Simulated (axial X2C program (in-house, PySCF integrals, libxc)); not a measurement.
**Bond lengths and stretching modes, held linear, of MoCN⁺**

Calculated with an axial X2C code built on PySCF integrals: two-component X2C with atomic mean-field Coulomb and Gaunt terms, Gaussian nuclei, basis Mo dyall-v3z, C dyall-v3z, N dyall-av3z with contracted cores. Spin-free rows use the one-electron spin-free X2C Hamiltonian.

Masses Mo 97.905, C 12.000, N 14.003 u. States: 2c Ω = 2 (beyond evenly filled blocks: ω = -1/2, ω = 5/2); spin-free M_S = 2, Λ = 0 (beyond evenly filled blocks: π+α, π-α, δ+α, δ-α).

PBE0, spin-free: energies above the lowest point

```tsv
r(Mo–C) (Å)	r(C–N) (Å)	E (meV)
1.9393	1.1368	72.12
1.9393	1.1660	21.63
1.9393	1.1951	61.88
1.9890	1.1368	42.97
1.9890	1.1660	0.00
1.9890	1.1951	48.63
1.9890	1.2243	171.57
2.0387	1.1368	58.02
2.0387	1.1660	21.02
2.0387	1.1951	76.31
2.0885	1.1660	77.46
2.0885	1.2243	274.52
```

Q: Fit a quadratic surface with cubic terms in each bond: where is the minimum, and what are the two stretching wavenumbers?

A: At PBE0, spin-free: bonds 1.988 and 1.164 Å; harmonic stretches 474.3 and 2137.1 cm⁻¹; force constants 2.76, 17.4 and coupling 0.74 mdyn/Å.

The other levels and Hamiltonians give:

```json
{"Hamiltonian": "2c", "level": "PBE0", "r(Mo–C) (Å)": "1.988", "r(C–N) (Å)": "1.164", "lower stretch (cm⁻¹)": "473.9", "upper stretch (cm⁻¹)": "2137.2"}
{"Hamiltonian": "2c", "level": "HF", "r(Mo–C) (Å)": "2.066", "r(C–N) (Å)": "1.149", "lower stretch (cm⁻¹)": "450.9", "upper stretch (cm⁻¹)": "1892.5"}
{"Hamiltonian": "2c", "level": "B3LYP", "r(Mo–C) (Å)": "1.998", "r(C–N) (Å)": "1.166", "lower stretch (cm⁻¹)": "467.9", "upper stretch (cm⁻¹)": "2108.8"}
{"Hamiltonian": "spin-free", "level": "HF", "r(Mo–C) (Å)": "2.066", "r(C–N) (Å)": "1.149", "lower stretch (cm⁻¹)": "451.2", "upper stretch (cm⁻¹)": "1891.9"}
{"Hamiltonian": "spin-free", "level": "B3LYP", "r(Mo–C) (Å)": "1.999", "r(C–N) (Å)": "1.166", "lower stretch (cm⁻¹)": "468.3", "upper stretch (cm⁻¹)": "2108.6"}
```

Each state is one determinant, the lowest of a limited PBE0 search; the stretches come from a fit to these few points and carry an uncertainty of a few per cent. Other orders of the atoms were not compared. Left out for rough or failed fits: MP2 2c, MP2 spin-free. The molecule was held linear; bending was not examined, so a bent shape may lie lower. Open-shell Ω = 0 determinants with evenly filled partner blocks cannot be reached by this program, so the Ω shown need not be the lowest component. Note: several unpaired electrons, one determinant need not be a pure state.
